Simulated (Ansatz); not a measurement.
Reaction (ligand exchange at the Sn–S bond): `[SH][SnH2][Cl]` + `N=C=O` → `O=C=[N][SnH2][Cl]` + H₂S

Gas-phase electronic energies from Ansatz, PBE0-D4/def2-TZVP geometries. CCSD(T)/CBS is the MP2 limit (def2-TZVPP, def2-QZVPP) plus CCSD(T) − MP2 in def2-TZVPP, frozen cores. This one scheme is used for every species. def2 core potentials past Kr. For Sn outer-core shells are correlated without core-valence functions, which leaves a few kJ/mol of doubt a bond. Each species was taken in one conformer, which may not be the lowest.

| species | CCSD(T)/CBS(def2) energy (Eh) |
| --- | --- |
| `[SH][SnH2][Cl]` | -1073.44145 |
| `N=C=O` | -168.51995 |
| `O=C=[N][SnH2][Cl]` | -842.98343 |
| H₂S | -398.97279 |

Problem. Work out ΔE.

Solution. ΔE = (-842.98343) + (-398.97279) − (-1073.44145) − (-168.51995) = 0.00518 Eh = +13.6 kJ/mol.

Largest T1 diagnostic among the species: 0.018.

In def2-TZVPP, CCSD(T) changes the Hartree–Fock value by +6.6 kJ/mol (the triples alone add +1.5 kJ/mol) and MP2 by +8.1 kJ/mol. Leaving LDA and LC-ωPBE aside and taking each functional with its dispersion term where it has one, the values, not all of them listed here, spread over 14.8 kJ/mol, from CAM-B3LYP-D4 to PBE-D4.
